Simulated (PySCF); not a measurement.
All values below come from PySCF with PBE-D3(BJ)/def2-TZVP // PBE0-D3(BJ)/def2-SVP. Gas-phase values, no solvent. One relaxed conformer stands for a flexible species; it need not be the lowest. Excitations are Tamm–Dancoff values on a coarser integration grid. The basis has no diffuse functions, so Rydberg states are missing or too high.

Reference species (SMILES): `[CH3][GeH2][CH3]` (neutral, multiplicity 1).

```yaml
T1 excitation (TDA): 7.45 eV
brightest of the four lowest singlets (TDA): 8.05 eV
```

Changed species: `[GeH2]([GeH2][CH3])[GeH2][CH3]` (C–Ge–Ge–Ge torsion 180°, Ge–Ge–Ge–C torsion 180°) (n = 3; the reference has n = 1).

Q: Predict the effect on the T1 excitation (TDA) and brightest of the four lowest singlets (TDA).

A: the T1 excitation (TDA) decreases by 1.93 eV, to 5.52 eV; the brightest of the four lowest singlets (TDA) decreases by 1.77 eV, to 6.28 eV.
